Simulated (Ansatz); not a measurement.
Two structures of CH7GeN, singlet, reached by relaxing down either side of one saddle point (PBE0-D4/def2-TZVP). Energies are electronic, without zero-point energy. Program: Ansatz 0.2.0. Basis: def2-TZVPP and def2-QZVPP. Cores are frozen in the correlated methods. Filled d shells of the heavier atoms are correlated. The def2 sets are not built for correlating such inner shells, so the correlated values are less sure here. Extrapolation: Hartree–Fock as exp(−7.88 √X), correlation as X^−2.97. First:

```xyz
10
angstrom
Ge 0.4444 1.3626 -0.0217
H 1.8378 1.9356 -0.3196
N 0.5968 -0.4695 -0.0343
C -0.6070 -1.2546 0.1601
H 1.1412 -0.8098 -0.8143
H -0.0403 1.7641 1.3810
H -0.5710 1.8993 -1.0618
H -1.3427 -1.1795 -0.6547
H -1.1056 -0.9369 1.0802
H -0.3534 -2.3113 0.2852
```

Second:

```tsv
atom	x (Å)	y (Å)	z (Å)
Ge1	-0.4603	1.4687	0.5600
H2	2.6295	0.2321	-2.0882
N3	0.0397	-0.0449	-0.0301
C4	-0.6133	-1.2758	0.3297
H5	2.0462	0.1244	-1.6285
H6	-1.6376	1.7193	1.5256
H7	0.3126	2.7016	0.1050
H8	-0.9654	-1.7791	-0.5790
H9	-1.4682	-1.1929	1.0170
H10	0.1171	-1.9535	0.7884
```

Problem. Which bonds change from the first to the second?

Solution. CH₇GeN ([CH3][NH][GeH3]) → CH₅GeN ([CH3][N][GeH2]) + H₂; bonds formed: H2–H5; bonds broken: Ge1–H2, N3–H5.

Problem. Give the saddle point's structure and its height above each. (To be estimated.)

Solution. By the calculation: 90.55 kcal/mol above the first and 37.21 kcal/mol above the second (CCSD(T) at an estimated basis limit (MP2 extrapolated from triple and quadruple zeta, plus CCSD(T) − MP2 in triple zeta)).
Ge1  (0.167, 1.350, 0.118)
H2  (1.843, 0.984, -0.944)
N3  (0.348, -0.388, -0.126)
C4  (-0.624, -1.387, 0.240)
H5  (1.395, 0.146, -0.918)
H6  (-0.515, 1.767, 1.456)
H7  (0.060, 2.536, -0.858)
H8  (-1.297, -1.641, -0.588)
H9  (-1.261, -1.058, 1.074)
H10  (-0.116, -2.308, 0.547)
(Å)

T1 diagnostic: at most 0.023. The restricted Hartree–Fock reference is unstable towards an unrestricted one at one or more of these structures.

Labels in which every atom is bracketed show which atoms are joined, not bond orders.

For scale, one of the runs: CCSD(T)/def2-TZVPP, 208 basis functions (an equivalent command: `ansatz run in.yaml --threads 4`). Time: 75 s of wall clock on 4 CPU threads; the host was shared. Peak host memory: 2.9 GiB.
